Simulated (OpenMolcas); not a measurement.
## Eu2+: moving the ligands

Eu2+ with its 6 nearest bromide ions at 2.998 Å, on the Ca site of CsCaBr3 (a = 5.69 Å, distance in the model lattice 2.845 Å). The rest of the host is ab initio model potentials to 7.6 Å, with orthogonalisation functions on the cations behind the ligands, and point charges beyond; the distance is set by hand and nothing relaxes. Ligand basis ANO-RCC-VDZP.
```
Eu    0.0000    0.0000    0.0000
Br    2.9980    0.0000    0.0000
Br    0.0000    2.9980    0.0000
Br   -2.9980    0.0000    0.0000
Br    0.0000   -2.9980    0.0000
Br    0.0000    0.0000    2.9980
Br    0.0000    0.0000   -2.9980
```

```yaml
Program: OpenMolcas 26.06
Method: CASSCF
Basis: ANO-RCC-VDZP [7s6p4d2f1g]
Scalar_Hamiltonian: DKH2, point nucleus
Active_space: 7 electrons in 7 orbitals (4f)
State_averaging: 2S+1 = 8 odd, 1 root; 2S+1 = 6 odd, 21 roots kept (CI in the orbitals of an earlier block)
Spin-orbit_coupling: RASSI with atomic mean-field integrals over the reference wave functions
```

Runs around this geometry, states (labels of O, the rotations of Oh). Energies in cm-1 above the lowest state or level, χT in cm3 K/mol.

| R (Å) | Ground state | χT at 300 K |
| --- | --- | --- |
| 2.845 | 8A1 | 7.859 |
| 2.998 | 8A1 | 7.859 |
| 3.08 | 8A1 | 7.859 |

No quartet enters the spin-orbit mixing, so the splitting and order within the octet and the sextets are unsound, and g values and χT are rough. No measured value stands beside these numbers; the geometry was set by hand and not optimised.
